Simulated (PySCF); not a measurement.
C4H7NO, SMILES C=C/N=C/CO. Geometry: ωB97X-D3(BJ)/def2-SVP. The structure was generated by enumeration; whether it is a known compound was not checked. Other conformers were not sampled.

**Question.** Give the equilibrium geometry at ωB97X-D3(BJ)/def2-SVP (PySCF confirms it by a frequency run) as a Z-matrix. (Estimate from the structure and the level; the computed values follow.)

**Answer.** One answer among several that fit: 
```
N
C 1 1.2707
C 1 1.4078 2 117.84
C 3 1.3353 1 121.37 2 -179.07
H 4 1.0929 3 121.13 1 -179.98
H 4 1.0938 5 118.81 3 179.89
H 3 1.1031 4 120.99 5 0.04
H 2 1.1107 1 122.62 3 -1.06
C 2 1.5059 8 115.36 1 179.80
H 9 1.1037 2 108.69 8 74.47
H 9 1.1055 10 107.54 2 -117.39
O 9 1.4100 10 106.40 11 -121.90
H 12 0.9641 9 107.80 10 174.02
```
